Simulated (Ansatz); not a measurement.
Species: dibromo(dichloro)methane, CBr$_{2}$Cl$_{2}$, net charge 0, singlet state. 
Coordinates optimised at B3LYP-D3(BJ)/def2-TZVP (Ansatz, an electronic-structure program):
```
C
Cl 1 1.7707
Cl 1 1.7707 2 109.89
Br 1 1.9628 2 109.45 3 120.22
Br 1 1.9628 2 109.45 3 -120.22
```

Parts of the frozen-core correlation energy in def2-SVP (Ansatz, hartree). Frozen orbitals: 39; correlated occupied orbitals by spin: 16 and 16; virtual: 59 and 59. Spin-orbit coupling is left out. Non-relativistic.

| term | value |
|---|---|
| reference (HF) | -6100.68883 |
| MP2 opposite-spin | -0.47665 |
| MP2 same-spin | [?] |
| CCSD correlation | [?] |
| (T) | [?] |
| T1 diagnostic | 0.010 |
| largest doubles amplitude | 0.045 |

Problem. Some entries are withheld; supply them.

Solution. 
- MP2 same-spin, value: -0.18044
- CCSD correlation, value: -0.69473
- (T), value: -0.02198
